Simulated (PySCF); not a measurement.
C3H8BNO, SMILES B(C=C)(OC)N. Atoms are numbered in the order given.

```xyz
14

B     -0.4117    -0.0324     0.0000
C     -0.3720    -1.5992     0.0000
C      0.7728    -2.2924     0.0000
H     -1.3140    -2.1647     0.0000
H      0.8023    -3.3875     0.0000
H      1.7366    -1.7717     0.0000
O      0.7907     0.6295     0.0000
C      0.8626     2.0211     0.0000
H      0.3858     2.4631    -0.8952
H      1.9206     2.3227     0.0000
H      0.3858     2.4631     0.8952
N     -1.6429     0.6565     0.0000
H     -2.5257     0.1665     0.0000
H     -1.7389     1.6620     0.0000
```

Geometry optimised at PBE0-D3(BJ)/def2-SVP. Other conformers were not sampled.

These are HF/pcSseg-1 run with PySCF values and carry that method's errors.

GIAO shieldings, no solvent; atoms listed in one row are averaged. δ = σ(ref) − σ: ¹¹B against BF3 (σ = 102.7 ppm); ¹³C against TMS (σ = 192.6 ppm); ¹H against TMS (σ = 31.99 ppm); ¹⁷O against H2O (σ = 333.0 ppm); ¹⁵N against NH3 (σ = 267.3 ppm), references at their B3LYP-D3(BJ)/def2-TZVP geometries, non-relativistic.

```csv
nucleus,atoms,count,δ (ppm)
¹¹B,B1,1,17.4
¹³C,C3,1,147.4
¹³C,C2,1,140.0
¹³C,C8,1,48.5
¹H,H6,1,6.85
¹H,H5,1,6.44
¹H,H4,1,5.97
¹H,"H9, H10, H11",3,3.67
¹H,"H13, H14",2,2.69
¹⁷O,O7,1,38.6
¹⁵N,N12,1,58.6
```
